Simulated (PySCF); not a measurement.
Si(Me)2(OH)2 (C2H8O2Si), SMILES C[Si](C)(O)O. Geometry optimised at PBE-D3(BJ)/def2-SVP. Other conformers were not sampled.

Task: Give the equilibrium geometry at PBE-D3(BJ)/def2-SVP (PySCF confirms it by a frequency run) as a Z-matrix. (An estimate is asked for; the answer gives what the named calculation found.)

Result: This is not unique; one that fits is 
```
Si
O 1 1.6878
H 2 0.9720 1 115.26
O 1 1.6879 2 112.17 3 75.75
H 4 0.9720 1 115.23 2 -76.99
C 1 1.8637 2 105.76 3 -169.33
H 6 1.1081 1 110.98 2 -179.39
H 6 1.1081 7 108.54 1 122.21
H 6 1.1085 7 108.05 8 116.93
C 1 1.8865 2 109.65 3 -46.25
H 10 1.1094 1 110.94 2 -58.22
H 10 1.1094 11 107.93 1 121.76
H 10 1.1109 11 107.30 12 115.38
```
